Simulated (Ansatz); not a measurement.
System: sum formula SiOF₂ (charge 0, singlet). SMILES: O=[Si](F)F
Geometry: optimised at B3LYP-D3(BJ)/def2-TZVP (Ansatz, a quantum-chemistry and plane-wave program).

Quantity: vertical triplet-singlet gap (E(triplet) - E(singlet); each state is the SCF solution reached for its spin), in kcal/mol. Valence correlation only, unless marked. UHF or UKS for open shells. No spin-orbit coupling. No relativistic terms. CBS marks a two-point X^-3 extrapolation of the correlation energy; Hartree-Fock from the larger set.

```
level                                        program  vertical triplet-singlet gap (kcal/mol)
-------------------------------------------  -------  ---------------------------------------
HF/aug-cc-pV(D+d)Z                            Ansatz                                     95.5
B3LYP/def2-TZVPD                              Ansatz                                    112.5
PBE0/def2-TZVPD                               Ansatz                                    111.0
CAM-B3LYP/def2-TZVPD                          Ansatz                                    113.2
RI-MP2/CBS(aug-cc-pV(T+d)Z,aug-cc-pV(Q+d)Z)   Ansatz                                    130.9
SCS-MP2/aug-cc-pV(D+d)Z                       Ansatz                                    129.5
```
